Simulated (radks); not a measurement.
Values are calculated unless marked as measured or tabulated.
Initial-state core-level shifts of the magnesium ion Mg+ when its valence configuration changes from [Ne] 3s1. Level of theory: non-relativistic Kohn-Sham, TPSS, spin-polarised, spherical densities, point nucleus; open shells are filled with parallel spins first; meta-GGA in the generalised Kohn-Sham scheme (a radial shooting solver on a logarithmic mesh with Libxc functionals). Shifts are changes of the shell-averaged eigenvalues in eV (positive: less bound); the change of the density at the nucleus, which sets a Mossbauer isomer shift, is in e/bohr^3, on a base of 1094.

[
 {"valence": "3p1", "1s": "-1.900", "2s": "-1.862", "2p": "-1.846", "density at nucleus": "-1.9774"},
 {"valence": "3s0.5 3p0.5", "1s": "-0.944", "2s": "-0.928", "2p": "-0.920", "density at nucleus": "-1.0092"}
]
